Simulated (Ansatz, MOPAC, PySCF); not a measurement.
Bond stretch in BH, singlet.

Levels: RMP2 = MP2 on RHF/cc-pVQZ, frozen core (Ansatz, a program for electronic structure); RKS-B3LYP/6-31G* = restricted B3LYP/6-31G*, spherical d (PySCF); PM7, restricted, heats of formation (MOPAC); UCCSD = CCSD on UHF/cc-pVQZ, frozen core in Ansatz; UKS-PBE = Ansatz with unrestricted PBE/cc-pVQZ.

Energies are in eV, each relative to the lowest point of its own curve near equilibrium.

```json
[
 {"R / Å": "0.98", "RMP2": "0.943", "RKS-B3LYP/6-31G*": "1.073", "PM7": "0.618", "UCCSD": "0.971", "UKS-PBE": "1.008"},
 {"R / Å": "1.05", "RMP2": "0.419", "RKS-B3LYP/6-31G*": "0.505", "PM7": "0.264", "UCCSD": "0.441", "UKS-PBE": "0.474"},
 {"R / Å": "1.12", "RMP2": "0.131", "RKS-B3LYP/6-31G*": "0.181", "PM7": "0.069", "UCCSD": "0.146", "UKS-PBE": "0.170"},
 {"R / Å": "1.16", "RMP2": "0.045", "RKS-B3LYP/6-31G*": "0.078", "PM7": "0.016", "UCCSD": "0.056", "UKS-PBE": "0.073"},
 {"R / Å": "1.21", "RMP2": "0.000", "RKS-B3LYP/6-31G*": "0.012", "PM7": "0.000", "UCCSD": "…", "UKS-PBE": "0.011"},
 {"R / Å": "1.24", "RMP2": "0.000", "RKS-B3LYP/6-31G*": "0.000", "PM7": "…", "UCCSD": "0.000", "UKS-PBE": "0.000"},
 {"R / Å": "1.29", "RMP2": "0.036", "RKS-B3LYP/6-31G*": "0.017", "PM7": "0.070", "UCCSD": "0.028", "UKS-PBE": "0.016"},
 {"R / Å": "1.32", "RMP2": "0.076", "RKS-B3LYP/6-31G*": "0.045", "PM7": "0.121", "UCCSD": "0.062", "UKS-PBE": "0.042"},
 {"R / Å": "1.36", "RMP2": "0.146", "RKS-B3LYP/6-31G*": "0.100", "PM7": "…", "UCCSD": "0.125", "UKS-PBE": "0.093"},
 {"R / Å": "1.46", "RMP2": "0.383", "RKS-B3LYP/6-31G*": "0.301", "PM7": "…", "UCCSD": "0.340", "UKS-PBE": "0.278"},
 {"R / Å": "1.54", "RMP2": "0.614", "RKS-B3LYP/6-31G*": "0.503", "PM7": "0.765", "UCCSD": "0.551", "UKS-PBE": "0.465"},
 {"R / Å": "1.65", "RMP2": "0.962", "RKS-B3LYP/6-31G*": "0.812", "PM7": "1.187", "UCCSD": "0.869", "UKS-PBE": "0.752"},
 {"R / Å": "1.89", "RMP2": "1.748", "RKS-B3LYP/6-31G*": "1.520", "PM7": "2.157", "UCCSD": "1.578", "UKS-PBE": "1.412"},
 {"R / Å": "2.06", "RMP2": "2.276", "RKS-B3LYP/6-31G*": "2.005", "PM7": "2.812", "UCCSD": "2.061", "UKS-PBE": "1.860"},
 {"R / Å": "2.24", "RMP2": "2.790", "RKS-B3LYP/6-31G*": "2.483", "PM7": "3.439", "UCCSD": "2.512", "UKS-PBE": "2.295"},
 {"R / Å": "2.49", "RMP2": "3.417", "RKS-B3LYP/6-31G*": "3.074", "PM7": "…", "UCCSD": "3.004", "UKS-PBE": "2.811"},
 {"R / Å": "2.73", "RMP2": "3.923", "RKS-B3LYP/6-31G*": "3.558", "PM7": "4.744", "UCCSD": "3.310", "UKS-PBE": "3.116"},
 {"R / Å": "3.01", "RMP2": "4.400", "RKS-B3LYP/6-31G*": "4.027", "PM7": "5.255", "UCCSD": "3.494", "UKS-PBE": "3.317"},
 {"R / Å": "3.31", "RMP2": "4.786", "RKS-B3LYP/6-31G*": "4.430", "PM7": "…", "UCCSD": "3.572", "UKS-PBE": "3.433"},
 {"R / Å": "3.79", "RMP2": "5.162", "RKS-B3LYP/6-31G*": "4.904", "PM7": "6.107", "UCCSD": "3.611", "UKS-PBE": "3.508"},
 {"R / Å": "4.37", "RMP2": "5.287", "RKS-B3LYP/6-31G*": "5.257", "PM7": "6.445", "UCCSD": "3.623", "UKS-PBE": "3.529"},
 {"R / Å": "5.03", "RMP2": "5.093", "RKS-B3LYP/6-31G*": "5.463", "PM7": "6.696", "UCCSD": "3.625", "UKS-PBE": "3.534"}
]
```

Problem. Complete the blanks.

Solution. 
- 1.21, UCCSD: 0.004
- 1.24, PM7: 0.014
- 1.36, PM7: 0.207
- 1.46, PM7: 0.489
- 2.49, PM7: 4.177
- 3.31, PM7: 5.662

The restricted form behind RMP2, RKS-B3LYP/6-31G*, PM7 keeps the bonding electrons paired and can't separate into open-shell fragments. The T1 diagnostic of CCSD on the restricted reference of RMP2 exceeds 0.045 at 2.49 to 5.03 Å. The unrestricted determinant behind UCCSD is spin-contaminated at 0.98 to 5.03 Å (<S²> up to 1.0, against 0.00 for a pure singlet). The unrestricted determinant behind UKS-PBE is spin-contaminated at 0.98 to 1.46, 2.49 to 5.03 Å (<S²> up to 1.0, against 0.00 for a pure singlet).
